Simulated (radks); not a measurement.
The numbers below are computed, except where a source is named.
The nuclear charge of the nickel ion Ni+ is varied continuously with 27 electrons held in [Ar] 3d9. Level of theory: scalar-relativistic Kohn-Sham, r2SCAN, spin-polarised, spherical densities, finite nucleus; open shells are filled with parallel spins first; meta-GGA in the generalised Kohn-Sham scheme; Fermi nuclear charge, rms radius 3.7757 fm (a radial shooting solver on a logarithmic mesh with Libxc functionals). By the Hellmann-Feynman theorem dE/dZ = E(electron-nucleus)/Z, the electronic potential at the nucleus (averaged over a nucleus of fixed radius). The scalar-relativistic energy here is not variational (the density holds large components alone), so the two differ by a part that grows with Z.

Z,E (hartree),E(electron-nucleus)/Z (hartree),HOMO,e(HOMO) (eV),<r> HOMO (bohr)
27.5,-1456.15785,-127.073,3d,-5.845,1.205
27.75,-1488.15329,-128.652,3d,-8.863,1.136
28,-1520.54375,-130.226,3d,-12.252,1.081
28.25,-1553.32806,-131.795,3d,-15.981,1.033
28.5,-1586.50527,-133.361,3d,-20.029,0.9925
28.75,-1620.07465,-134.924,3d,-24.378,0.9564
29,-1654.03561,-136.485,3d,-29.013,0.9240

The central difference of E at Z = 28 is -130.350 hartree, to compare with the third column; the second derivative is -6.3 hartree.
